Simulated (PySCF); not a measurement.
Method: PBE-D3(BJ)/def2-TZVP // B3LYP-D3(BJ)/def2-SVP run with PySCF. Gas-phase values, no solvent. One relaxed conformer stands for a flexible species; it need not be the lowest. Excitations are Tamm–Dancoff values on a coarser integration grid. The basis has no diffuse functions, so Rydberg states are missing or too high.

Reference species (SMILES): `CC[Si](CC)(CC)CC` (neutral, multiplicity 1).

```
Item                      Result
----------------------  --------
S1 excitation (TDA)      6.52 eV
S1 oscillator strength     0.006
HOMO                    -6.36 eV
HOMO–LUMO gap            6.48 eV
```

Changed species: `O(C)[Si](OC)(OC)OC` (0 of 4 OCH3 replaced by C2H5; the reference has 4 of 4 OCH3 replaced by C2H5).

Problem. What does the change do to the S1 excitation (TDA), S1 oscillator strength, HOMO and HOMO–LUMO gap?

Solution. the S1 excitation (TDA) rises by 0.15 eV, to 6.67 eV; the S1 oscillator strength hardly moves; the HOMO falls by 0.10 eV, to -6.46 eV; the HOMO–LUMO gap goes up by 0.13 eV, to 6.61 eV.
